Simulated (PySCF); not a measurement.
The first ionisation energy along group 6

All values are computed (PySCF 2.14, energy differences of UHF-based or UKS calculations, no spin-orbit coupling). Values in eV. The last column holds reference values (NIST; (s) semi-empirical, (t) theoretical, else measured). Unmarked ones compare directly (S terms, centres of terms, or small fine structure); those marked * lie between the lowest fine-structure levels and include a spin-orbit shift.

```json
{"element": "Cr (aug-cc-pVTZ, non-relativistic)", "configurations": "[Ar] 3d5 4s1 → [Ar] 3d5", "LDA": "7.472", "PBE": "7.270", "r2SCAN": "7.216", "SCS-MP2 (valence)": "6.068", "CCSD (valence)": "6.429", "CCSD(T) (valence)": "6.470", "reference": "6.767"}
{"element": "Mo (aug-cc-pVTZ-PP with ECP28MDF, ECP)", "configurations": "[Kr] 4d5 5s1 → [Kr] 4d5", "LDA": "7.785", "PBE": "7.521", "r2SCAN": "7.567", "SCS-MP2 (valence)": "6.434", "CCSD (valence)": "6.849", "CCSD(T) (valence)": "6.888", "reference": "7.092"}
{"element": "W (aug-cc-pVTZ-PP with ECP60MDF, ECP)", "configurations": "[Xe] 4f14 5d4 6s2 → [Xe] 4f14 5d4 6s1", "LDA": "7.908", "PBE": "7.484", "r2SCAN": "7.074", "SCS-MP2 (valence)": "7.511", "CCSD (valence)": "7.374", "CCSD(T) (valence)": "7.522", "reference": "7.825"}
```

```tsv
method	elements	mean error (eV)	mean absolute error (eV)	largest error (eV)
LDA	3	0.494	0.494	0.706
PBE	3	0.197	0.424	0.503
r2SCAN	3	0.058	0.558	-0.751
SCS-MP2 (valence)	3	-0.557	0.557	-0.699
CCSD (valence)	3	-0.344	0.344	-0.451
CCSD(T) (valence)	3	-0.268	0.268	-0.304
```

Errors include the incompleteness of the basis and the frozen core.

"Valence" correlates the outer s and p shells and, in groups 3 to 12 and the f block, the outer d or f shell, open or full, or the next shell where the ion has no valence electron left; the wider scheme adds the next inner shell.
